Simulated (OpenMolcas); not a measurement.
V2+ in a ligand field

V2+ with 4 ligands (chloride) in tetrahedral coordination (Td) at 2.32 Å. A charge of +0.5 e stands 2.8 Å behind each ligand. Ligand basis ANO-RCC-VDZP.

```json
{"Program": "OpenMolcas 26.06", "Method": "CASSCF", "Basis": "ANO-RCC-VDZP [5s4p2d1f]", "Scalar Hamiltonian": "DKH2, point nucleus", "Active space": "3 electrons in 5 orbitals (3d)", "State averaging": "2S+1 = 4 even, 10 roots; 2S+1 = 2 even, 40 roots", "Spin-orbit coupling": "state interaction with AMFI integrals over the reference wave functions"}
```

The lowest spin-free states (labels of Td), above the lowest:

```
State  Degeneracy  E (cm-1)
  4T1           3       0.0
  4T2           3      3037
  4A2           1      6553
   2E           2     12260
  2T1           3     14462
  2T2           3     14669
  4T1           3     15571
  2A1           1     15966
  2T1           3     18544
  2T2           3     19795
  2T1           3     19981
   2E           2     20755
  2T1           3     22470
   2E           2     22984
  2T2           3     23115
  2T1           3     32637
  2T2           3     32649
  2A2           1     32797
   2E           2     50023
  2T2           3     50057
```

The lowest levels with spin-orbit coupling:

```csv
E (cm-1),Degeneracy,Label,2S+1,g
0.0,4,Γ8,4,
15.8,2,Γ7,4,1.27 1.27 1.27
196.7,4,Γ8,4,
314.5,2,Γ6,4,4.05 4.05 4.05
3112,2,Γ7,4,3.18 3.18 3.18
3136,4,Γ8,4,
3206,2,Γ6,4,2.14 2.14 2.14
3217,4,Γ8,4,
6695,4,Γ8,4,
12383,4,Γ8,2,
14518,2,Γ6,2,0.48 0.48 0.48
14597,4,Γ8,2,
14697,2,Γ7,2,1.88 1.88 1.88
14891,4,Γ8,2,
15564,2,Γ6,4,2.76 2.76 2.76
15626,4,Γ8,4,
15779,2,Γ7,4,2.57 2.57 2.57
15780,4,Γ8,4,
16093,2,Γ6,2,2.07 2.07 2.07
18606,2,Γ6,2,1.00 1.00 1.00
```

Electric-dipole absorption from the lowest level at this geometry, strongest bands:

```csv
E (cm-1),λ (nm),Label,f
196.7,50800,Γ8,9.88e-06
314.5,31800,Γ6,4.95e-06
3136,3190,Γ8,3.55e-05
3206,3120,Γ6,2.75e-05
3217,3110,Γ8,3.72e-05
6695,1490,Γ8,3.60e-05
15564,643,Γ6,9.83e-05
15626,640,Γ8,2.99e-04
15779,634,Γ7,1.05e-04
15780,634,Γ8,1.18e-05
18722,534,Γ8,1.95e-06
```

Powder χT (cm3 K/mol): 0.333 at 2 K, 0.465 at 10 K, 0.745 at 50 K, 1.03 at 100 K, 1.45 at 200 K, 1.7 at 300 K. The effective moment at 300 K is 2.828 √(χT) = 3.68 μB.

The lowest level has 2S+1 = 4, for which the spin-only value is χT = S(S+1) / 2 = 1.875 cm3 K/mol (g = 2). The computed 1.697 at 300 K differs by -0.178, through orbital momentum, spin-orbit coupling and any other state in reach. With a threefold ground state the orbital momentum is unquenched, so the spin-only value is not expected to hold.

Metal share of the active 3d orbitals (Löwdin): 92, 92, 92, 96, 96 %; Mulliken charge of the metal 1.28.

An orbital triplet at a regular site is open to Jahn-Teller coupling, which can distort the site and quench the lowest spin-orbit gaps and is left out. Without dynamic correlation the repulsion within the d shell is too large (B by tens of per cent), so at a given field states of lower spin stand too high. Ligand-to-metal charge-transfer states are missing. With no ligand orbital active B as a rule stays too high, so bands that hang on it stand too high and its fall with covalency is understated. With metal d orbitals alone and no dynamic correlation the field as a rule comes out too small, by tens of per cent, by up to half for chloride and softer ligands. The distance lies 4 % under the 2.42 Å that this model takes as the normal distance (a Shannon-type radius plus a fixed donor radius); by an R⁻⁵ law this alone changes a d-shell field by about +23 %. No measured value stands beside these numbers; the geometry was imposed, not optimised, and the real ion may take another.
